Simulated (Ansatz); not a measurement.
Abridged output of a molecular run in Ansatz:

```
Functional definition: HF
1000 factors; integrals over basis functions are off by at most 8.6e-4 eV
mean field evaluation 1: about -57567.1672 eV, gradient 4.3e1 eV
mean field evaluation 2: about -57567.3638 eV, gradient 4.3e1 eV
mean field evaluation 4: about -57571.3100 eV, gradient 3.7e0 eV
mean field evaluation 8: about -57571.3748 eV, gradient 4.6e-1 eV
mean field -57571.37565016 eV, -2115.7090318635 hartree, gradient 1.8e-6 eV, S^2 0.000000; 0 other end points of the search recorded, 0 dependent functions left out
12 core orbitals not correlated: weight in the atoms' cores, before any rotation towards them, 1.000 or more for the frozen orbitals, at most 0.000 for the correlated occupied ones
reference -57571.37565016 eV, -2115.7090318635 hartree; 15, 15 occupied and 128, 128 virtual orbitals, 1000 factors
second order -21.88844377 eV of doubles, -0.00000000 eV of singles
cycle   1  -20.97212946 eV  change    9.2e-1 eV  update   1.3e-1
cycle   2  -21.69103013 eV  change   -7.2e-1 eV  update   4.1e-2
cycle   3  -21.82995550 eV  change   -1.4e-1 eV  update   1.9e-2
cycle   4  -21.82017715 eV  change    9.8e-3 eV  update   5.6e-3
cycle   5  -21.81910508 eV  change    1.1e-3 eV  update   2.5e-3
cycle   6  -21.82149545 eV  change   -2.4e-3 eV  update   7.3e-4
cycle   7  -21.82170622 eV  change   -2.1e-4 eV  update   3.1e-4
cycle   8  -21.82160671 eV  change    1.0e-4 eV  update   1.0e-4
cycle   9  -21.82161554 eV  change   -8.8e-6 eV  update   4.1e-5
cycle  10  -21.82163125 eV  change   -1.6e-5 eV  update   1.6e-5
perturbative correction -0.93925091 eV, -0.0345168345 hartree
Total energy: -57594.13653233 eV, -2116.5454788552 hartree
```

Its atoms:

Cartesian coordinates in Å:
```
N -0.848 1.973 -1.077
C -0.446 1.027 -0.555
Ga 0.168 -0.549 0.376
F 1.540 -1.285 -0.404
H -0.414 -1.166 1.660
```

**Question.** Which basis set was used?
A. def2-TZVPPD
B. def2-TZVPP
C. def2-SVP
D. cc-pV(D+d)Z

**Answer.** B. It gives 155 functions.

**Question.** Write the keys of the input that set method, charge and spin (a neutral closed shell needs none for the last two).

**Answer.** 
```yaml
correlation: {method: ccsd_t}
```
